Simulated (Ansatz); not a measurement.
System: C₂H₆ClSi, net charge 0, doublet state. It need not be the lowest isomer of its formula. SMILES: Cl[Si](C)C
Structure (B3LYP-D3(BJ)/def2-TZVP (Ansatz, a first-principles code) minimum search):
```
Si
C 1 1.8774
H 2 1.0899 1 111.25
H 2 1.0920 3 108.55 1 -121.45
H 2 1.0940 3 108.37 4 -117.68
C 1 1.8774 2 111.78 3 177.95
H 6 1.0899 1 111.25 2 -177.95
H 6 1.0920 7 108.55 1 121.45
H 6 1.0940 7 108.37 8 117.68
Cl 1 2.0898 2 107.91 3 59.44
```
Charge 0, spin multiplicity 2.

Quantity: atomisation energy (electronic, to ground-state atoms); the coupled-cluster value holds the core correlation from cc-pwCVTZ, in eV. Cores are frozen in the correlated levels unless marked. UHF or UKS for open shells. No spin-orbit coupling. Non-relativistic. CBS(X,Y): correlation extrapolated as X^-3; Hartree-Fock from the larger set. The bracket is a focal-point correction in the basis named.

Level to compare with: RI-MP2/CBS(cc-pV(T+d)Z,cc-pV(Q+d)Z)+[CCSD(T)-MP2]/cc-pV(T+d)Z plus the core term (Ansatz), 37.15 eV. It is a level with limits of its own, and the differences hold the functionals' basis error too.

Question: Rank these functionals by how close they come to RI-MP2/CBS(cc-pV(T+d)Z,cc-pV(Q+d)Z)+[CCSD(T)-MP2]/cc-pV(T+d)Z, closest first: LC-wPBE/def2-TZVPD (Ansatz); revPBE/def2-TZVPD (Ansatz); r2SCANh/def2-TZVPD (Ansatz); B97M-V/def2-TZVPD (Ansatz).

Answer: r2SCANh/def2-TZVPD (hybrid meta-GGA, 37.13 eV, difference -0.02), B97M-V/def2-TZVPD (meta-GGA with VV10, 37.23 eV, difference 0.08), LC-wPBE/def2-TZVPD (range-separated hybrid, 36.92 eV, difference -0.23), revPBE/def2-TZVPD (GGA, 36.21 eV, difference -0.94)
